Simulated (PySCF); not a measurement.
# Excitation energy of Sn⁺ by level of theory

Sn⁺ [Kr] 4d10 5s2 5p1 (2P) → Sn⁺ [Kr] 4d10 5s1 5p1 6s1 (4P), as a difference of total energies. Calculation: PySCF 2.14, in aug-cc-pVTZ-PP with ECP28MDF (6s5p4d2f, 55 functions); scalar relativity through the core potential. Correlated levels: valence: 4s2 4p6 4d10 frozen. The calculations carry no spin-orbit coupling.

```tsv
method	excitation energy (eV)
UHF	11.912
LDA	14.020
PBE0	13.381
r2SCAN	13.488
TPSS	13.485
r2SCANh	13.426
B2PLYP	13.419
MP2 (valence)	12.597
SCS-MP2 (valence)	12.850
```

Estimate what PBE gives.

13.618 eV, closest to r2SCAN among the rows shown.

Estimate what revPBE gives.

13.475 eV, closest to TPSS among the rows shown.

The promoted electron is Rydberg-like, and one or two diffuse shells describe it only roughly, which tends to raise the upper state.
